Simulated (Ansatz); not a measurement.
Reaction (formal hydrolysis of the Si–C bond): `C=C(O)[SiH2]C=O` + H₂O → `C=C(O)[SiH2]O` + `C=O`

Isolated molecules relaxed with PBE0-D4/def2-TZVP in Ansatz; ΔE leaves out vibrations. CBS: MP2 limit from def2 TZ/QZ plus the TZ coupled-cluster correction, frozen cores. This one scheme is used for every species. DFT in def2-TZVPP. Each species was taken in one conformer, which may not be the lowest.

`C=C(O)[SiH2]C=O`:

Cartesian coordinates in Å:
```
C 0.854 -1.638 0.680
C 0.714 -0.549 -0.074
O 1.159 -0.437 -1.357
Si -0.168 0.996 0.520
C -1.712 1.297 -0.595
O -2.779 1.630 -0.146
H 1.354 -2.534 0.317
H 0.470 -1.659 1.690
H 1.581 -1.262 -1.627
H 0.722 2.177 0.363
H -0.598 0.821 1.926
H -1.597 1.158 -1.697
```

H₂O:

Z-matrix (Å, degrees):
```
O
H 1 0.960
H 1 0.960 2 105.1
```

`C=C(O)[SiH2]O`:

Z-matrix (Å, degrees):
```
Si
O 1 1.645
C 1 1.876 2 111.6
H 1 1.480 2 106.9 3 118.5
H 1 1.488 2 110.8 3 -120.6
H 2 0.959 1 117.0 3 56.3
O 3 1.365 1 112.7 2 -56.8
C 3 1.332 1 123.2 2 124.2
H 7 0.965 3 109.7 1 -179.7
H 8 1.082 3 120.2 1 -2.0
H 8 1.088 3 122.5 1 178.1
```

`C=O`:

Z-matrix (Å, degrees):
```
C
O 1 1.195
H 1 1.109 2 122.0
H 1 1.109 2 122.0 3 -180.0
```

| species | CAM-B3LYP-D4 energy (Eh) |
| --- | --- |
| `C=C(O)[SiH2]C=O` | -557.83766 |
| H₂O | -76.43873 |
| `C=C(O)[SiH2]O` | -519.81503 |
| `C=O` | -114.50531 |

**Question.** Work out ΔE.

**Answer.** ΔE = (-519.81503) + (-114.50531) − (-557.83766) − (-76.43873) = -0.04395 Eh = -115.4 kJ/mol. CCSD(T)/CBS gives -109.0 kJ/mol.

**Question.** What do rigid-rotor, harmonic-oscillator terms from PBE0-D4/def2-TZVP frequencies (298.15 K, 1 bar) make of the CCSD(T)/CBS value? (Best estimate.)

**Answer.** The calculation gave: ΔZPE = +3.8 kJ/mol, ΔH = -108.0 kJ/mol, ΔS = -4 J/(mol·K), ΔG = -106.7 kJ/mol. Modes under 50 cm⁻¹ make the entropy rough.

Largest T1 diagnostic among the species: 0.015.

The D4 term adds +3.2 kJ/mol with B3LYP and +1.9 kJ/mol with PBE0; it sums over pairs of atoms, weighted by their polarisabilities, and B3LYP, whose exchange is more repulsive, gets the larger term. From PBE to PBE0 (25 % exact exchange), in def2-TZVPP and without D4, ΔE moves by −7.4 kJ/mol. In def2-TZVPP, CCSD(T) changes the Hartree–Fock value by +20.1 kJ/mol (the triples alone add +3.4 kJ/mol) and MP2 by +16.4 kJ/mol.

B3LYP here is the variant with VWN-RPA as its local correlation; programs differ in this.
